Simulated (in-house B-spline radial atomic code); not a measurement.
Computed with a B-spline radial atomic code. Model: two electrons, singlet ground state, non-relativistic, full CI in B-splines with partial waves to l = 8 (at full coupling up to 3e-4 hartree above the limit, correlation up to 0.6 % small), density held at that of full coupling by Lieb maximisation.

Along the adiabatic connection the electron repulsion is scaled by a coupling λ while a local potential keeps the density fixed. At λ = 0 the system is the Kohn-Sham one and W equals the exchange energy; the exchange-correlation energy is the area under W between 0 and 1. The kinetic energy rises with λ as the electrons avoid each other, with dT/dλ = −λ dW/dλ.

Command:
```bash
python run_ac.py task.json out
```
Settings (lengths in bohr, energies in hartree):
```
potential              dot
strength               2.48
lmax                   8
second                 0.5
```

Cost of the run: 11 s on 1 thread of Intel(R) Xeon(R) Processor @ 2.30GHz (shared host).

**W = mean repulsion less Hartree energy, and W of three functionals.**

Given: confinement charge in harmonic well; well frequency 2.48 hartree; nuclear charge 0.5; external potential omega^2 r^2/2 - Z/r.

Computed: LDA exchange minus exact 188.31 millihartree; SCAN exchange minus exact 5.9989 millihartree.

| coupling | W xc (hartree) | W xc minus exchange (millihartree) | kinetic minus Kohn-Sham (millihartree) | LDA (PW92) W minus its exchange (millihartree) | PBE W minus its exchange (millihartree) | SCAN W minus its exchange (millihartree) |
| --- | --- | --- | --- | --- | --- | --- |
| 0 | -1.2871 | 0 | 0 | 0 | 0 | 0 |
| 0.02 | -1.2891 | -1.933 | 0.02 | -12.57 | -2.95 | -1.9 |
| 0.05 | -1.2919 | -4.806 | 0.12 | -25.94 | -7.3 | -4.69 |
| 0.12 | -1.2985 | -11.389 | 0.68 | -50.14 | -17.1 | -11.01 |
| 0.25 | -1.3103 | -23.182 | 2.85 | -84.4 | -34.04 | -22.2 |
| 0.4 | -1.3233 | -36.125 | 7.05 | -115.72 | -51.91 | -34.39 |
| 0.6 | -1.3395 | -52.353 | 15.15 | -149.95 | -73.48 | -49.61 |
| 0.8 | ? | ? | ? | ? | ? | ? |
| 1 | -1.3688 | -81.651 | 38.45 | -203.81 | -110.85 | -77.15 |
| 1.4 | -1.3945 | -107.32 | 69.15 | -246.11 | -142.51 | -101.5 |
| 2 | -1.4274 | -140.27 | 124.86 | -296.61 | -182.42 | -133.3 |
| 3 | -1.4711 | -183.95 | 233.05 | -359.98 | -235.08 | -176.72 |
| 4.5 | ? | ? | ? | ? | ? | ? |
| 7 | -1.5714 | -284.25 | 706.92 | -502.79 | -361.02 | -283.42 |
| 10 | -1.6113 | -324.2 | 1042.2 | -562.22 | -415.43 | -328.16 |

Question: What belongs in the row 0.8?

Answer: W xc (hartree): -1.3546; W xc minus exchange (millihartree): -67.497; kinetic minus Kohn-Sham (millihartree): 25.73; LDA (PW92) W minus its exchange (millihartree): -178.75; PBE W minus its exchange (millihartree): -93; SCAN W minus its exchange (millihartree): -63.83.

Question: What belongs in the row 4.5?

Answer: W xc (hartree): -1.5189; W xc minus exchange (millihartree): -231.72; kinetic minus Kohn-Sham (millihartree): 410.07; LDA (PW92) W minus its exchange (millihartree): -427.6; PBE W minus its exchange (millihartree): -293.69; SCAN W minus its exchange (millihartree): -226.3.

Question: What is the PBE exchange minus exact?

Answer: 54.792 millihartree.

**Energy parts, natural occupations and partial-wave weights.**

Computed: total energy 6.8552 hartree; correlation energy -0.043198 hartree; initial slope twice GL2 -0.097009 hartree; kinetic part over minus potential part 0.47095; Hartree energy 2.5743 hartree; Kohn-Sham kinetic 3.8725 hartree; Lieb Oxford ratio E_xc over LDA exchange 1.2107.

```json
{"natural": "s", "occupation of the shell (electrons)": "1.9897"}
{"natural": "p", "occupation of the shell (electrons)": "0.0090499"}
{"natural": "s", "occupation of the shell (electrons)": "0.00071876"}
{"natural": "d", "occupation of the shell (electrons)": "?"}
{"natural": "p", "occupation of the shell (electrons)": "9.2337e-05"}
{"natural": "f", "occupation of the shell (electrons)": "4.7469e-05"}
```

Question: What belongs in the row d?

Answer: occupation of the shell (electrons): 0.00037003.

```
wave      weight
   s      0.9952
   p           ?
   d  0.00019478
   f  2.6379e-05
   g  6.0093e-06
```

Question: What belongs in the row p?

Answer: weight: 0.0045741.

Question: What is the exchange energy?

Answer: -1.2871 hartree.

Question: What is the kinetic part of the DFT correlation energy?

Answer: 0.038453 hartree.

Half-way to full coupling W has made 54 % of its drop, against 50 % for a straight line, and second-order (GL2) theory, half the initial slope, overshoots the correlation energy by about 12 %: a moderate bend, as in light atoms. Over couplings 0 to 1 the errors in E_xc come to about +107 millihartree for LDA, +38 millihartree for PBE, +8.2 millihartree for SCAN, so SCAN is nearest. In LDA and PBE the errors of exchange and correlation have opposite signs, so the sum is smaller than the larger of the two.
